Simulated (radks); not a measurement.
Species: Pt4+. Configuration: [Xe] 4f14 5d6 (the NIST ground configuration). Method: scalar-relativistic Kohn-Sham, PBE, spin-unpolarised, spherical densities, finite nucleus; Fermi nuclear charge, rms radius 5.427 fm; computed with a radial shooting solver on a logarithmic mesh with Libxc functionals.

Local quantities along the radius. ELF = 1/(1 + alpha^2) is the electron localisation function; alpha = (tau - tau_W)/tau_unif compares the Pauli kinetic energy density with that of the uniform gas; s = |grad rho|/(2 (3 pi^2)^(1/3) rho^(4/3)) is the reduced gradient; r v_xc is r times the local exchange-correlation potential (hartree bohr). tau is taken from the large components.

r (bohr)	ELF	alpha	s	r v_xc
0.0008721	1.000	0.02230	0.9623	-0.1337
0.001172	0.999	0.02384	0.8289	-0.1504
0.001589	0.999	0.02642	0.7288	-0.1747
0.002136	0.999	0.03046	0.6611	-0.2061
0.002895	0.999	0.03726	0.6176	-0.2467
0.003893	0.998	0.04855	0.5978	-0.2938
0.005276	0.995	0.06968	0.5998	-0.3485
0.007093	0.988	0.1105	0.6236	-0.4041
0.009613	0.960	0.2029	0.6691	-0.4572
0.01292	0.852	0.4167	0.7191	-0.4977
0.01752	0.554	0.8973	0.7109	-0.5246
0.02355	0.338	1.399	0.5350	-0.5487
0.03192	0.442	1.124	0.3110	-0.6448
0.04291	0.688	0.6735	0.3010	-0.7968
0.05816	0.718	0.6260	0.4220	-0.8933
0.07819	0.454	1.097	0.4704	-0.8978
0.106	0.389	1.253	0.2518	-0.9646
0.1425	0.678	0.6894	0.2589	-1.187
0.1931	0.616	0.7897	0.4736	-1.208
0.2596	0.276	1.621	0.3433	-1.086
0.3518	0.614	0.7933	0.1788	-1.378
0.4768	0.686	0.6771	0.4170	-1.457
0.6411	0.387	1.258	0.5859	-1.241
0.8688	0.430	1.151	0.4310	-1.184
1.168	0.647	0.7387	0.5634	-1.199
1.583	0.462	1.078	0.9627	-1.002
2.128	0.152	2.363	1.764	-0.7041
2.885	0.019	7.221	4.089	-0.5103
3.878	0.001	38.23	13.19	-0.2839
5.256	0.000	542.9	69.86	-0.07788

On this mesh the ELF has minima near r = 0.024, 0.091, 0.26, 0.75 bohr, which separate the shells, and maxima near 0.050 (0.74), 0.17 (0.72), 0.41 (0.71), 1.2 (0.65).
